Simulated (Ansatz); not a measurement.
Cartesian coordinates (Å):
SMILES: [I]
```xyz
1

I      0.0000     0.0000     0.0000
```
Charge 0, spin multiplicity 2.

These are frozen-core CCSD(T)/def2-TZVPP (Ansatz, a quantum-chemistry and plane-wave program) values and carry that method's errors.

```
Quantity                        Value
----------------------  -------------
HF energy               -296.65857 Ha
MP2 correlation energy    -0.46709 Ha
```

### Question
Estimate the CCSD correlation energy, the (T) correction, the total energy and the T1 diagnostic.

### Answer

The CCSD correlation energy is -0.44598 Ha and the (T) correction is -0.00715 Ha. The CCSD(T) total energy is -297.11169 Ha and the T1 diagnostic comes out as 0.007.
